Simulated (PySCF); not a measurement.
## A survey of ¹⁹F NMR shifts

- GIAO PBE0/pcSseg-1 shieldings
- structure optimised with GFN2-xTB
- program: PySCF 2.14
- single conformer, non-relativistic Hamiltonian, no solvent model, averaged over atoms made equivalent by symmetry, fast rotation or ring inversion

Shieldings were converted by a linear fit to measured shifts: ¹⁹F: δ = 146.13 − 0.903σ +14.6 on sp3 carbon (rms 6.0 ppm, 223 shifts, 7.0 ppm with the 5 outliers that the fit left out vs CFCl3, solution or neat liquid). A few per cent of atoms miss by over 2 rms, more outside the fitted compound classes.

(1) Give the ¹⁹F shifts of `N#Cc1c(F)c(F)c(F)c(F)c1F`.

(2) Order these by ¹⁹F shift, lowest first.
A. Fc1cccc(Cl)c1
B. F/C=C(/[SiH3])C[SiH2]C(Cl)Cl
C. C[C@@H]1CC[C@@H](C(=O)F)C1
D. C=CCC(C)(C)C(=O)F
E. FC(F)(F)C[SiH2]N[SiH3]
F. C[C@]1(CF)CCCC1=O

Results:

(1) 
```json
{"compound": "[N:1]#[C:2][c:3]1[c:4]([F:5])[c:6]([F:7])[c:8]([F:9])[c:10]([F:11])[c:12]1[F:13]", "environment": "F5/13: aryl fluorine (×2)", "δ (ppm)": "-131.2"}
{"compound": "[N:1]#[C:2][c:3]1[c:4]([F:5])[c:6]([F:7])[c:8]([F:9])[c:10]([F:11])[c:12]1[F:13]", "environment": "F9: aryl fluorine", "δ (ppm)": "-146.2"}
{"compound": "[N:1]#[C:2][c:3]1[c:4]([F:5])[c:6]([F:7])[c:8]([F:9])[c:10]([F:11])[c:12]1[F:13]", "environment": "F7/11: aryl fluorine (×2)", "δ (ppm)": "-161.5"}
```

(2) F (-217.7 ppm, fluorine on an sp3 carbon), A (-109.9 ppm, aryl fluorine), B (-86.5 ppm, vinylic fluorine), E (-56.9 ppm, fluorine of a CF3 group), D (20.3 ppm, fluorine bonded to C), C (31.3 ppm, fluorine bonded to C).
